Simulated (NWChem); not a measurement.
Species: BH2OCl; SMILES OBCl

```xyz
5

B     -0.5622     0.5771     0.0000
H     -1.7401     0.7207     0.0000
Cl     0.1138    -1.0737     0.0000
O      0.2370     1.6578     0.0000
H      1.1836     1.4403     0.0000
```
Atoms are numbered in this order, from 1.

Results from NWChem. Pople sets run with spherical d functions. Geometry: optimised at B3LYP/6-31G* (spherical d). GIAO values for the isolated, static molecule; σ is the absolute isotropic shielding, δ = σ(reference) − σ with the isolated reference molecule computed at the same levels (11B: boron trifluoride, 1H: tetramethylsilane, 17O: water).

For level PBE0/pcSseg-1:

```yaml
"σ Cl3 (ppm)": 762.1
"δ O4 (ppm)": 191.8
"δ H5 (ppm)": 5.86
```

**Question.** What are these values for level B3LYP/6-31G*?

**Answer.** The σ Cl3 (ppm) comes out as 792.8 and the δ O4 (ppm) comes out as 160.8. The δ H5 (ppm) is 5.38.
